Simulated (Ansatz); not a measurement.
Cartesian coordinates (Å):
```xyz
4

B     -0.8141     0.4222     0.0048
S      0.8964     0.7052    -0.0044
H     -1.4703    -0.5670     0.0078
H      1.3879    -0.5603    -0.0081
```
Charge 0, spin multiplicity 2.

All values below come from frozen-core CCSD(T)/cc-pVTZ // PBE0-D4/def2-TZVP (Ansatz, a first-principles code).

The HF energy is -423.36007 Ha and the MP2 correlation energy is -0.25517 Ha.

**Question.** Estimate the CCSD correlation energy, the (T) correction, the total energy and the T1 diagnostic.

**Answer.** 
```yaml
CCSD correlation energy: -0.28582 Ha
"(T) correction": -0.01257 Ha
CCSD(T) total energy: -423.65846 Ha
T1 diagnostic: 0.018
```
